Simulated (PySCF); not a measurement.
**Löwdin shares of the frontier orbitals**

Compound: Ag(PH3)Cl (singlet state).
Geometry (PBE0-D3(BJ)/def2-SVP, Å), atoms numbered from 1 in this order:
```xyz
6
AgClH3P angstrom
Ag    -0.0027    0.0010   -1.5245
P     -0.0020   -0.0002    0.8196
H     -1.2180   -0.2309    1.5098
H      0.4093    1.1696    1.5055
H      0.8085   -0.9400    1.5036
Cl     0.0049    0.0004   -3.8141
```

Computed, not measured: PySCF 2.14.0, density-fitted response routines, TDDFT B3LYP/def2-SVPD, vertical, gas phase, core orbitals frozen in the response, def2 core potentials past Kr. Spin–orbit coupling is left out.

Frontier orbitals with the atoms that hold most of them (Löwdin shares over 4%, at most four atoms):

| orbital | ε (eV) | atoms |
| --- | --- | --- |
| HOMO-3 | -8.97 | Ag1 38%, P2 28%, Cl6 21%, H3 4% |
| HOMO-2 | -7.52 | Cl6 58%, Ag1 40% |
| HOMO-1 | -6.89 | Cl6 89%, Ag1 10% |
| HOMO | -6.89 | Cl6 89%, Ag1 10% |
| LUMO | -1.23 | P2 42%, Ag1 30%, H3 13%, H4 6% |
| LUMO+1 | -1.23 | P2 42%, Ag1 30%, H5 13%, H4 8% |
| LUMO+2 | -1.23 | Ag1 40%, P2 22%, H4 12%, H3 10% |

Within 0.005 eV of a neighbour in this list lie HOMO-1/HOMO and LUMO/LUMO+1/LUMO+2 (point group found: C3v); within a degenerate set the shares of single atoms can hang on how the components are chosen.

Q: How does S1 compare with the orbital gap of 5.66 eV?

A: S1 is at 4.85 eV (f = 0.0007), 0.81 eV below the gap, made of HOMO-1/HOMO→LUMO+1 (≥47%), HOMO-1/HOMO→LUMO (≥47%). 

For S1 the Löwdin share of silver is 10% in HOMO-1 and 30% in LUMO+1.

Next come S2 at 4.85 eV (f 0.0071), HOMO-1/HOMO→LUMO+2 (≥90%); S3 at 4.85 eV (f 0.0066), HOMO-1/HOMO→LUMO+2 (≥92%); S4 at 4.87 eV (f 0.0000), HOMO-1/HOMO→LUMO+1 (≥50%), HOMO-1/HOMO→LUMO (≥37%); S5 at 4.87 eV (f 0.0001), HOMO-1/HOMO→LUMO (≥46%), HOMO-1/HOMO→LUMO+1 (≥37%).

Orbitals of the list HOMO-3 to LUMO+2 that lie within 0.01 eV of each other are written together with a slash and their weights summed (≥ marks a lower bound); for degenerate orbitals outside that list single weights are arbitrary.

Löwdin shares depend on the basis, the more so with diffuse functions.
